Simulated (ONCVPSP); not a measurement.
**What one change does to a pseudopotential (Rb, ONCV)**

* Element: Rb (Z = 37)
* Generator: ONCVPSP 4.0.1
* Type: optimised norm-conserving Vanderbilt (ONCV)
* Functional: LDA (Perdew-Zunger)
* Relativity: scalar-relativistic
* Frozen core: [Kr]
* Valence charge: 1
* Reference configuration: 5s1
* Partial waves: 5s: rc 4.00 bohr, ncon 5, nbas 8, qcut 1.5 1/bohr, 1 projector; p scattering state at 0.33 Ha: rc 4.30 bohr, ncon 4, nbas 7, qcut 2.3 1/bohr, 2 projectors, debl 1.5 Ha; d scattering state at 0.25 Ha: rc 3.55 bohr, ncon 3, nbas 6, qcut 2.3 1/bohr, local; f scattering state at 0.43 Ha: rc 4.15 bohr, ncon 4, nbas 8, qcut 2.7 1/bohr, 1 projector
* Local potential: the d channel
* Core correction: Teter function, fcfact 5.75, rcfact 1.05

In the p channel the program set the typed energies aside and used 0.050, 1.550 Ha.

All-electron outer shells of the reference configuration (LDA (Perdew-Zunger), scalar-relativistic, ld1.x):

| shell | level (eV) | outermost node (bohr) | outermost maximum (bohr) |
| --- | --- | --- | --- |
| 5s | -2.37 | 1.79 | 4.22 |

Change: core correction Teter function, fcfact 5.75, rcfact 1.24.

Cutoffs: the cutoffs (Ha) at which the residual kinetic energy of the hardest occupied pseudo-wave falls to 1 and 0.1 mHa per electron; they do not see the model core or the augmentation charge, which bear on the density cutoff. Errors are all-electron minus pseudo energies relative to the spin-unpolarised reference configuration.

Problem. How do hardness, ghosts and transferability respond?

Solution. The potential gets neither clearly harder nor softer (1.2 Ha and 4.0 Ha → 1.2 Ha and 4.0 Ha); both files keep a bound ghost (s). A model core, the more so a compact one, raises the density cutoff, which this test does not measure.

```csv
quantity,base,changed
"cutoff, loose",1.2 Ha,1.2 Ha
"cutoff, tight",4.0 Ha,4.0 Ha
bound ghosts,s,s
GHOST(+) flags under 300 eV,"p at 21.3 eV, s at 70.7 eV, s at 168.8 eV","p at 21.3 eV, s at 70.7 eV, s at 168.8 eV"
"error for 5s0.5, meV [ΔE 1.66 eV]",+7.0,-1.2
"error for 5s0 5p1, meV [ΔE 1.62 eV]",+25,+6.3
s: phases at 4.05 bohr within 0.05 rad from the reference energy up to (Ha; the scan ends near 5),0.4,0.4
p: phases at 4.38 bohr within 0.05 rad from the reference energy up to (Ha; the scan ends near 5),0.6,0.6
d: phases at 3.61 bohr within 0.05 rad from the reference energy up to (Ha; the scan ends near 5),0.4,0.4
f: phases at 4.22 bohr within 0.05 rad from the reference energy up to (Ha; the scan ends near 5),0.9,0.9
"rms error of d²Exc/dni dnj with the model core, mHa",5.97,2.40
```

Base: The cutoffs count occupied waves only; projector 1 of the d channel, the hardest unoccupied one, needs 10 Ha at the loose tolerance. Changed file: The cutoffs count occupied waves only; projector 1 of the d channel, the hardest unoccupied one, needs 10 Ha at the loose tolerance. A true bound ghost makes a file unfit for plane-wave use even where its test errors are small: the radial tests pick states by their node count and pass the ghost by.
